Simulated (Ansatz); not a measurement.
A search over several starts for the lowest SCF solution of the cluster Sn₂O₂⁻ at the given spin, in a small basis.

```yaml
crystal:
  periodic: [false, false, false]
  atoms:
    - {symbol: Sn, position_ang: [-0.149772, 1.195489, 0.977442]}
    - {symbol: Sn, position_ang: [0.149630, -1.195309, -0.977502]}
    - {symbol: O, position_ang: [-0.819455, 0.621250, -0.885336]}
    - {symbol: O, position_ang: [0.819596, -0.621430, 0.885396]}
basis:
  gaussian: {orbitals: def2-SVP, initial_orbitals: start.molden}
total_charge: -1
magnetization: {spin_polarized: true, initial_magnetization: 1}
hamiltonian: {xc: pbe, dispersion: d4}
output: {orbitals: {seedname: orbitals}}
```

The file start.molden holds the orbitals of an earlier run on this structure, at another level or in another basis.

```sh
$ ansatz run in.yaml --threads 4 --pin off --events-out ev --progress --plain --max-ram 4787MiB
```

It prints (some lines left out):

```
Functional definition: PBE
868 factors; their error is unknown
mean field evaluation 1: about -15752.0487 eV, gradient 1.4e1 eV
mean field evaluation 2: about -15752.3275 eV, gradient 4.3e-1 eV
mean field evaluation 4: about -15752.3123 eV, gradient 3.4e-2 eV
mean field evaluation 8: about -15752.3123 eV, gradient 1.2e-5 eV
mean field evaluation 16: about -15752.3303 eV, gradient 1.4e-1 eV
mean field -15752.31230168 eV, -578.8867997858 hartree, gradient 1.2e-5 eV, S^2 0.756483; 2 other end points of the search recorded, 0 dependent functions left out
reference -15752.31233540 eV, -578.8868010252 hartree; 31, 30 occupied and 49, 50 virtual orbitals, 868 factors
Total energy: -15752.47928876 eV, -578.8929364481 hartree
```

Hardware: 4 threads of Arm Neoverse V2 on a shared host. Wall time 1.8 s.

In the def2 sets Sn takes a core potential; there is no spin–orbit coupling. The highest occupied level of the charge -1 doublet lies above zero (up to 1.63 eV). By energy differences its removal costs 0.85 eV (vertical, to the charge 0 singlet, at PBE0-D4/def2-TZVPD). The structure comes from a short search, and lower isomers may exist.
